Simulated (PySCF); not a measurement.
Species: C7H13B.
Z-matrix (Å and degrees, PBE0-D3(BJ)/def2-SVP geometry), rows numbered from 1:
```
B 
C   1  1.5470
C   2  1.5460  1  122.15
C   3  1.5447  2   89.94  1  -126.54
C   4  1.5313  3  115.75  2   102.95
C   5  1.5313  4  104.84  3   -77.69
C   6  1.5283  5  103.15  4   -37.94
C   7  1.5251  6  103.55  5    40.68
H   1  1.2120  2  121.33  3   151.94
H   1  1.2129  2  120.13  3   -33.13
H   2  1.1165  1   98.11  3   122.53
H   3  1.0997  2  114.45  1   117.37
H   3  1.1021  2  115.39  1    -8.83
H   4  1.0995  3  114.26  2  -124.00
H   5  1.1030  4  109.57  3   165.30
H   5  1.1021  4  112.70  3    46.29
H   6  1.1007  5  113.39  4  -161.26
H   6  1.1066  5  110.31  4    79.73
H   7  1.1009  6  113.71  5   164.09
H   7  1.1034  6  109.54  5   -75.94
H   8  1.0996  2  114.04  1  -116.27
```

The closed-shell ground state was solved at several levels (PySCF, density fitting, gas phase, non-relativistic).

| level | basis functions | total energy (Eh) | HOMO (eV) | LUMO (eV) | gap (eV) | dipole (D) |
| --- | --- | --- | --- | --- | --- | --- |
| PBE0/pcSseg-1 | 201 | -298.9615 | -8.00 | -1.17 | 6.83 | 0.90 |
| CAM-B3LYP/pcSseg-1 | 201 | -299.1490 | -9.39 | -0.05 | 9.34 | 0.85 |

What might B3LYP/def2-SVPD (264 basis functions) give for the same quantities?

Total energy -299.1770 Eh, HOMO -7.79 eV, LUMO -1.41 eV, gap 6.38 eV, dipole 0.96 D.

Over all these levels, which gives the widest orbital gap and which the narrowest?

CAM-B3LYP/pcSseg-1 (range-separated hybrid) has the widest, 9.34 eV, and B3LYP/def2-SVPD (global hybrid, 20 % exact exchange) the narrowest, 6.38 eV. Functional and basis both differ between the two, so the spread mixes both effects.

How far do the dipole and the HOMO energy spread over the levels?

The dipole runs from 0.85 to 0.96 D (mean 0.90 D) and the HOMO from -9.39 to -7.79 eV.

One conformer stands for the species.
